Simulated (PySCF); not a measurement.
**Magnetisability: `F[C@H](Br)C1=CC1`, C$_{4}$H$_{4}$BrF**

Molfile (atoms numbered from 1):
```
C4H4BrF
     RDKit          3D

 10 10  0  0  0  0  0  0  0  0999 V2000
    1.9445   -1.3555    0.3470 F   0  0  0  0  0  0  0  0  0  0  0  0
    1.4270   -0.1663   -0.0088 C   0  0  2  0  0  0  0  0  0  0  0  0
    2.0202    1.2133    1.2671 Br  0  0  0  0  0  0  0  0  0  0  0  0
   -0.0331   -0.1854   -0.0281 C   0  0  0  0  0  0  0  0  0  0  0  0
   -1.1583   -0.7877    0.2102 C   0  0  0  0  0  0  0  0  0  0  0  0
   -1.2624    0.6015   -0.3480 C   0  0  0  0  0  0  0  0  0  0  0  0
    1.8555    0.1548   -0.9699 H   0  0  0  0  0  0  0  0  0  0  0  0
   -1.6969   -1.6555    0.5796 H   0  0  0  0  0  0  0  0  0  0  0  0
   -1.5509    1.4332    0.3143 H   0  0  0  0  0  0  0  0  0  0  0  0
   -1.5578    0.7523   -1.3984 H   0  0  0  0  0  0  0  0  0  0  0  0
  1  2  1  0
  2  3  1  0
  2  4  1  0
  4  5  2  0
  5  6  1  0
  6  4  1  0
  2  7  1  6
  5  8  1  0
  6  9  1  0
  6 10  1  0
M  END
```

Level of theory: GIAO CAM-B3LYP/6-31G magnetisability, rotational g tensor and spin-rotation constants, non-relativistic, gas phase (PySCF). Geometry: PBE0-D3(BJ)/def2-SVP.

The calculation is non-relativistic, which matters for the atoms heavier than Zn.

Question: How diamagnetic is it, and how anisotropic?

Answer: Isotropic -1130 × 10⁻³⁰ J/T², or -68.1 × 10⁻⁶ cm³/mol; principal values -1347, -1080, -964 × 10⁻³⁰ J/T², anisotropy 340 × 10⁻³⁰ J/T² (root of half the summed squared differences of the principal values). The susceptibility is in cgs units.

Question: Split it along the inertial axes a, b, c into diamagnetic and paramagnetic parts about the centre of mass, with the quadrupole moment.

Answer: 
| axis | χ (10⁻⁶ cm³/mol) | diamagnetic (10⁻⁶ cm³/mol) | paramagnetic (10⁻⁶ cm³/mol) | summed x² of all electrons (Å²) | quadrupole Θ (D Å) |
| --- | --- | --- | --- | --- | --- |
| a | -67.0 | -372.9 | 306.0 | 175.8 | +2.94 |
| b | -69.2 | -829.2 | 760.0 | 68.2 | -5.31 |
| c | -68.0 | -1035.0 | 967.1 | 19.7 | +2.38 |

Anisotropies 2χaa − χbb − χcc = +3.2 and 2χbb − χaa − χcc = -3.5 × 10⁻⁶ cm³/mol. Θ is traceless in Buckingham's convention.

Question: And the rotational g tensor?

Answer: 
| axis | rotational constant (GHz) | g | nuclear part | electronic part |
| --- | --- | --- | --- | --- |
| a | 3.9474 | -0.0302 | 0.5372 | -0.5674 |
| b | 1.4941 | -0.0065 | 0.5270 | -0.5335 |
| c | 1.1584 | -0.0082 | 0.5181 | -0.5263 |

Asymmetric top; isotopes 79Br, 12C, 19F, 1H; no vibrational averaging.
